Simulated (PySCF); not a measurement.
**Electron correlation in N³⁺ (nitrogen, charge +3)**

[He] 2s2, closed-shell 1S. Computed with PySCF 2.14 in aug-cc-pwCVDZ (5s4p2d, 27 functions), with the non-relativistic Hamiltonian (point nucleus). Frozen: 1s2; 2 electrons correlated.

With two correlated electrons CCSD is exact within the correlated space (frozen core and kept virtual orbitals).

```json
{"level": "CCSD", "correlation energy (mhartree)": "-85.88"}
```

Diagnostics: T1 = 0.0068, D1 = 0.0096, largest double amplitude 0.154.

A double-excitation amplitude exceeds 0.15, a sign of near-degeneracy.

Cost of the coupled-cluster step: about 0.16 core-seconds, for 2 correlated electrons.

Iterations:

```
CC2 = 0
CCSD nocc = 1, nmo = 26
frozen orbitals [0]
max_cycle = 100
direct = 0
conv_tol = 1e-08
conv_tol_normt = 1e-06
diis_space = 8
diis_start_cycle = 0
Init t2, MP2 energy = -51.1249522008454  E_corr(MP2) -0.0481371562613142
Init E_corr(CCSD) = -0.0481371562613337
cycle = 1  E_corr(CCSD) = -0.0676086037877157  dE = -0.0194714475  norm(t1,t2) = 0.0665582
cycle = 2  E_corr(CCSD) = -0.076881033578859  dE = -0.00927242979  norm(t1,t2) = 0.0334972
cycle = 3  E_corr(CCSD) = -0.0860085910233193  dE = -0.00912755744  norm(t1,t2) = 0.0167656
cycle = 4  E_corr(CCSD) = -0.0858445757064511  dE = 0.000164015317  norm(t1,t2) = 0.000231887
cycle = 5  E_corr(CCSD) = -0.085894284783439  dE = -4.9709077e-05  norm(t1,t2) = 6.21268e-05
cycle = 6  E_corr(CCSD) = -0.0858774221965915  dE = 1.68625868e-05  norm(t1,t2) = 3.38238e-05
cycle = 7  E_corr(CCSD) = -0.0858759276414616  dE = 1.49455513e-06  norm(t1,t2) = 2.72359e-06
cycle = 8  E_corr(CCSD) = -0.0858759440915705  dE = -1.64501088e-08  norm(t1,t2) = 4.68431e-08
cycle = 9  E_corr(CCSD) = -0.08587594798899  dE = -3.89741947e-09  norm(t1,t2) = 1.59981e-08
CCSD converged
E(CCSD) = -51.16269099257304  E_corr = -0.08587594798898995
```
